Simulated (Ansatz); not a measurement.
`CC(C)CC(=O)c1ccccc1` and `O=C(Cl)c1ccccc1` differ in one atom or group.

Ansatz, PBE0-D4/def2-TZVP geometries, multiplicity 1. Each molecule was computed in one conformer, which needn't be the lowest.

```tsv
property	`CC(C)CC(=O)c1ccccc1`
HOMO–LUMO gap (PBE/def2-TZVPP) / eV	3.01
HOMO energy (PBE0/def2-TZVPP) / eV	-7.16
HOMO energy (B3LYP/def2-TZVPP) / eV	-6.90
HOMO energy (ωB97M-V/def2-TZVPP) / eV	-9.56
LUMO energy (B3LYP/def2-TZVPP) / eV	-1.81
LUMO energy (ωB97M-V/def2-TZVPP) / eV	0.42
```

Q: Give the same properties after the change, and the shifts. (Estimate.)

A: The calculation gave: 
```tsv
property	`O=C(Cl)c1ccccc1`	shift
HOMO–LUMO gap (PBE/def2-TZVPP) / eV	3.88	0.87
HOMO energy (PBE0/def2-TZVPP) / eV	-7.98	-0.82
HOMO energy (B3LYP/def2-TZVPP) / eV	-7.75	-0.85
HOMO energy (ωB97M-V/def2-TZVPP) / eV	-10.05	-0.49
LUMO energy (B3LYP/def2-TZVPP) / eV	-2.33	-0.52
LUMO energy (ωB97M-V/def2-TZVPP) / eV	-0.09	-0.51
```

With PBE0 the HOMO falls by 0.82 eV and the LUMO falls by 0.53 eV, so the gap widens by about 0.29 eV. PBE moves the HOMO by -1.35 eV and ωB97M-V by -0.49 eV.

Positive LUMOs are unbound, so they and the gaps depend on the basis.

B3LYP here is the variant with VWN-RPA as its local correlation; programs differ in this.
